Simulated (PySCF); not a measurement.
Partial charges of `CC[P@H+](P)CCC(F)(F)F`

C₅H₁₂F₃P₂ (charge +1).
Z-matrix (Å and degrees, GFN2-xTB geometry), rows numbered from 1:
```
C 
C   1  1.5265
P   2  1.8246  1  109.56
P   3  2.1609  2  109.96  1   -44.67
C   3  1.8463  2  111.44  1  -173.71
C   5  1.5291  3  115.88  2   -58.60
C   6  1.5203  5  110.78  3   -50.13
F   7  1.3424  6  111.51  5   -40.31
F   7  1.3181  6  113.61  5  -163.30
F   7  1.3551  6  109.92  5    75.94
H   1  1.0887  2  110.87  3   -58.43
H   1  1.0870  2  109.77  3  -177.64
H   1  1.0900  2  111.44  3    62.88
H   2  1.0949  1  110.95  3  -119.30
H   2  1.0930  1  110.50  3   120.17
H   3  1.3791  2  106.83  1    68.39
H   4  1.4017  3   92.31  2   -75.64
H   4  1.4008  3   91.85  2  -169.07
H   5  1.0953  3  106.93  2    63.66
H   5  1.0959  3  106.67  2   178.92
H   6  1.0924  5  109.67  3  -169.48
H   6  1.0916  5  112.17  3    70.16
```

Density: PBE0/pcSseg-1 (PySCF); schemes: Mulliken, IAO, Hirshfeld and ESP-fitted. The structure is a single GFN2-xTB conformer in the gas phase; no vibrational or solvent corrections.

Question: Tabulate the Mulliken, IAO, Hirshfeld and ESP-fitted charges.

Answer: In e:

```tsv
atom	environment	Mulliken	IAO	Hirshfeld	ESP-fitted
C1	methyl carbon	-0.287	-0.422	-0.100	-0.442
C2	sp3 carbon bound to phosphorus	-0.456	-0.447	-0.080	+0.043
P3	phosphorus bonded to 2 C, P and H	+0.210	+0.808	+0.380	+0.152
P4	three-coordinate phosphorus	+0.103	+0.114	+0.187	-0.025
C5	sp3 carbon bound to phosphorus	-0.434	-0.454	-0.085	-0.357
C6	chain CH2 carbon	-0.259	-0.308	-0.075	+0.013
C7	CF3 carbon	+0.767	+0.806	+0.270	+0.456
F8	fluorine of a CF3 group	-0.266	-0.284	-0.072	-0.158
F9	fluorine of a CF3 group	-0.220	-0.242	-0.056	-0.146
F10	fluorine of a CF3 group	-0.284	-0.301	-0.068	-0.170
H11	methyl hydrogen	+0.151	+0.161	+0.058	+0.143
H12	methyl hydrogen	+0.176	+0.186	+0.075	+0.179
H13	methyl hydrogen	+0.158	+0.154	+0.046	+0.131
H14	methylene hydrogen	+0.195	+0.177	+0.069	+0.116
H15	methylene hydrogen	+0.214	+0.192	+0.067	+0.099
H16	P–H hydrogen	+0.190	+0.046	+0.035	+0.171
H17	P–H hydrogen	+0.111	+0.024	+0.026	+0.137
H18	P–H hydrogen	+0.124	+0.033	+0.032	+0.143
H19	methylene hydrogen	+0.208	+0.188	+0.075	+0.169
H20	methylene hydrogen	+0.213	+0.190	+0.066	+0.162
H21	methylene hydrogen	+0.201	+0.201	+0.082	+0.120
H22	methylene hydrogen	+0.182	+0.181	+0.067	+0.063
```

Mean size of the charges over all atoms: IAO 0.269 e, Mulliken 0.246 e, ESP-fitted 0.164 e, Hirshfeld 0.094 e. Each set sums to the total charge, 1, to within 0.001 e. The ESP scheme fits charges at the nuclei, held to the total charge, to the electrostatic potential on points at 1.4 to 2.0 times the van der Waals radii. The IAO scheme counts the electrons in orthogonalised intrinsic atomic orbitals, a minimal basis polarised so that it spans the occupied orbitals exactly.

Lowest charge. The schemes don't all agree: Mulliken C2 (-0.456); IAO C5 (-0.454); Hirshfeld C1 (-0.100); ESP-fitted C1 (-0.442).

Highest charge. The schemes don't all agree: Mulliken C7 (+0.767); IAO P3 (+0.808); Hirshfeld P3 (+0.380); ESP-fitted C7 (+0.456).

Question: How closely do the schemes follow one another over all atoms?

Answer: Correlation coefficient and root-mean-square difference: IAO with Hirshfeld 0.95, 0.229 e; Mulliken with IAO 0.91, 0.138 e; Mulliken with ESP-fitted 0.84, 0.158 e; IAO with ESP-fitted 0.79, 0.218 e; Mulliken with Hirshfeld 0.79, 0.202 e; Hirshfeld with ESP-fitted 0.66, 0.145 e.

Question: Sum the charges by element.

Answer: 
```tsv
element	atoms	Mulliken	IAO	Hirshfeld	ESP-fitted
C	5	-0.669	-0.826	-0.070	-0.287
P	2	+0.314	+0.921	+0.567	+0.127
F	3	-0.770	-0.827	-0.196	-0.474
H	12	+2.125	+1.732	+0.699	+1.634
```
